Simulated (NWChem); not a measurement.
System: C$_{2}$H$_{2}$F$_{3}$, doublet; SMILES [C](CF)(F)F

The following NWChem deck was run.

```
start job
memory heap 200 mb stack 900 mb global 1100 mb
geometry units angstroms noautosym nocenter noautoz
  F     -1.458780     0.089502     0.981065
  C     -1.031377    -0.203845    -0.317809
  C      0.440923    -0.075121    -0.476156
  F      0.959552     1.153115    -0.393075
  F      1.203262    -0.961322     0.170056
  H     -1.324845    -1.246238    -0.565648
  H     -1.527970     0.494054    -1.025113
end
basis spherical
  * library 6-31g*
end
dft
  odft
  mult 2
  xc pbe0
  iterations 150
end
cosmo
  do_cosmo_smd true
  solvent water
end
task dft energy
```

Geometry: optimised at PBE-D3(BJ)/def2-SVP, spin-unrestricted. No stability test was run on the SCF state. Solvent: water.

Level: PBE0/6-31G* with SMD (1 M gas to 1 M solution), gas-phase geometry. Reactions with the solvent are ignored.

Task: Predict the main results of this run. (PBE0/6-31G* (spherical d), spin-unrestricted, SMD on the gas-phase geometry.) Quantities: solvation free energy (kcal/mol); cavity-dispersion-structure term (kcal/mol); dipole in solution (D).

Result: 
```
Item                                         Value
-------------------------------------------  -----
solvation free energy (kcal/mol)               0.5
cavity-dispersion-structure term (kcal/mol)    4.4
dipole in solution (D)                        2.42
```
